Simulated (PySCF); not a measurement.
Exercise with solution: oscillator strength and radiative lifetime

Sn(Me)(Cl)2 (CH₃Cl₂Sn), SMILES [Cl][Sn+]([Cl])[CH3], charge +1.

Coordinates come from a B3LYP-D3(BJ)/def2-SVP optimisation. The multiplicity is an assumed one; no other spin state was optimised. The isomer is the one that the SMILES or the coordinates give; other isomers of the formula were not compared. The def2 effective core potentials stand for the cores of Sn; spin–orbit coupling is left out.

TDDFT-PBE0/def2-SVPD in PySCF 2.14.0 puts the first singlet state with f over 0.02 at 4.91 eV (vertical), with the transition dipole (0.476, 0.363, 0.079) in atomic units.

### Question
Find the oscillator strength, the wavelength and the radiative lifetime that this transition would have in vacuum if emission retraced absorption.

### Answer

|μ|² = 0.3646 au, so |μ| = 1.53 D. ΔE = 4.91/27.211 = 0.1804 hartree. f = (2/3) ΔE |μ|² = 0.044 (the program prints 0.044).
λ = 1239.84/4.91 = 253 nm; ν = 39602 cm⁻¹.
Einstein's coefficient A = 0.6670 ν² f s⁻¹ (ν in cm⁻¹) = 4.6e7 s⁻¹, so τ = 1/A = 22 ns. This state is S5; the lower singlets have f = 0.008, 0.000, 0.000, 0.001. The figure is the radiative limit of this one transition; relaxation, internal conversion, crossing to triplets and a medium change what is measured.
